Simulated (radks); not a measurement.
Results of a calculation; reference values are marked as such.
Species: the neodymium ion Nd26+. Configuration: [Ar] 3d10 4s2 4p4 (the NIST ground configuration).

Code: a radial shooting solver on a logarithmic mesh with Libxc functionals. Model: Dirac Kohn-Sham, PBE, spin-unpolarised, spherical densities, finite nucleus; open shells fill j = l - 1/2 first; Fermi nuclear charge, rms radius 4.9123 fm.

Energy parts (hartree):
part                       energy
total                  -9306.4843
kinetic                10061.9186
electron-nucleus      -21640.8818
Hartree                 2464.6950
exchange-correlation    -192.2161

Orbitals (lengths in bohr, moments of r in powers of bohr; r(90%) holds 90 % of the orbital's charge):
orbital  occ.  eigenvalue (hartree)      <r^4>  <1/r>  r(90%)
1s1/2       2             -1624.862  1.527e-06  66.04  0.0426
2s1/2       2             -288.8226  0.0002465  15.65   0.156
2p1/2       2             -275.0458  0.0001541  15.63   0.138
2p3/2       4             -255.8947  0.0001951  14.05   0.147
3s1/2       2             -85.62663   0.009420  5.733   0.386
3p1/2       2             -79.78329   0.008607  5.650   0.378
3p3/2       4             -75.85921    0.01021  5.255   0.395
3d3/2       4             -65.80538   0.007407  5.130   0.366
3d5/2       6             -64.94558   0.007806  5.030   0.371
4s1/2       2             -37.28887     0.1606  2.648   0.779
4p1/2       2             -34.93595     0.1684  2.579   0.790
4p3/2       2             -33.80936     0.1907  2.456   0.814
4d3/2       0             -29.92290     0.2012  2.334   0.830
4d5/2       0             -29.68541     0.2081  2.304   0.837
5s1/2       0             -20.79488      1.406  1.509    1.33

The highest occupied level is 4p3/2 at -920.00 eV. The density falls to 0.001 e/bohr^3 at r = 1.34 bohr. The electron density at the nucleus is 4.543e+05 e/bohr^3. For comparison, the ionisation energy in NIST's Atomic Spectra Database is 939 eV (theoretical). In exact Kohn-Sham theory the highest level is minus the ionisation energy, but local and semilocal functionals leave it too shallow, through self-interaction and a potential that decays too fast; potentials with the right tail come closer. Summed over all electrons, <r^2> = 3.477 bohr^2, which gives a Langevin (diamagnetic) susceptibility term of -2.75 x 10^-6 cm^3/mol.

Beside tabulated values, note that spin-unpolarised runs miss the spin-polarisation part of the exchange energy of open shells.
